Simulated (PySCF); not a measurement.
Delta-SCF ions had no search for a lower state. Excitations are Tamm–Dancoff values on a coarser integration grid. The basis has no diffuse functions, so Rydberg states are missing or too high.

Z-matrix (Å, degrees):
```
Ge
F 1 1.7481
F 1 1.7481 2 105.29
H 1 1.5433 2 107.86 3 -114.96
H 1 1.5433 4 119.29 2 123.37
```
Charge 0, multiplicity 1.

Estimate the vertical ionisation energy (Delta-SCF), dipole moment, T1 excitation (TDA), LUMO, total energy, S1–T1 gap (TDA), HOMO–LUMO gap and HOMO that PBE-D3(BJ)/def2-TZVP // PBE-D3(BJ)/def2-SVP in PySCF returns for this input.


- vertical ionisation energy (Delta-SCF) = 12.02 eV
- dipole moment = 2.51 D
- T1 excitation (TDA) = 6.95 eV
- LUMO = -1.02 eV
- total energy = -2277.5453 Ha
- S1–T1 gap (TDA) = 0.66 eV
- HOMO–LUMO gap = 7.45 eV
- HOMO = -8.46 eV
